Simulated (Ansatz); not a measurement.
`N[SiH](N)[GeH3]` + H₂ → `N[SiH2]N` + GeH₄  (hydrogenolysis of the Si–Ge bond)

Program: Ansatz. Geometries: PBE0-D4/def2-TZVP. ΔE: electronic, gas phase. CBS: MP2 limit from def2 TZ/QZ plus the TZ coupled-cluster correction, frozen cores. This one scheme is used for every species. DFT in def2-TZVPP. For Ge outer-core shells are correlated without core-valence functions, which leaves a few kJ/mol of doubt a bond. Scalar relativity is left out up to krypton. Each species was taken in one conformer, which may not be the lowest.

```
  level  ΔE (eV)
ωB97X-V    -0.15
    PBE    -0.05
```

**Question.** What does CCSD(T)/CBS give? (Estimate.)

**Answer.** The calculation gave: -0.09 eV. The listed levels differ from it by -0.06, 0.04 eV.

Largest T1 diagnostic among the species: 0.012.

From PBE to PBE0 (25 % exact exchange), in def2-TZVPP and without D4, ΔE moves by −0.06 eV. The D4 term adds +0.12 eV with B3LYP and +0.07 eV with PBE0; it sums over pairs of atoms, weighted by their polarisabilities, and B3LYP, whose exchange is more repulsive, gets the larger term. In def2-TZVPP, CCSD(T) changes the Hartree–Fock value by +0.32 eV (the triples alone add +0.06 eV) and MP2 by +0.35 eV.

B3LYP here is the variant with VWN-RPA as its local correlation; programs differ in this.
